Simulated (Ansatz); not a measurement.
System: B2 (charge 0, triplet). 
Geometry from a B3LYP-D3(BJ)/def2-TZVP (Ansatz, a first-principles code) optimisation:
```xyz
2

B      0.0000     0.0000    -0.7840
B      0.0000     0.0000     0.7840
```
Charge 0, spin multiplicity 3.

Basis-set convergence of Hartree-Fock and CCSD(T) correlation energies (hartree) with Ansatz. Valence correlation only, unless marked. Open shells are spin-unrestricted. Spin-orbit coupling is left out. Non-relativistic. The program attaches cautions to a run behind CCSD(T)/aug-cc-pVDZ: large difference. The program attaches cautions to a run behind CCSD(T)/aug-cc-pVTZ: large difference. The program attaches cautions to a run behind CCSD(T)/aug-cc-pVQZ: large difference.

The UHF reference is spin-contaminated (<S^2> 0.91 over the pure value in the largest basis). The T1 diagnostic of CCSD in the largest basis is 0.070, which is high, so the coupled-cluster rows are less sure than usual.

| basis | functions | E(HF) | E(corr, CCSD(T)) |
|---|---|---|---|
| aug-cc-pVDZ | 46 | -49.14511 | -0.12263 |
| aug-cc-pVTZ | 92 | -49.15158 | -0.14013 |
| aug-cc-pVQZ | 160 | -49.15386 | -0.14513 |

Extrapolating the two largest sets (X = 3 and 4) as X^-3: E(corr) = (64·(-0.14513) - 27·(-0.14013))/37 = -0.1488 Eh, an estimate of the basis-set limit. The largest set recovers 97.5 % of it, the smallest 82.4 %.
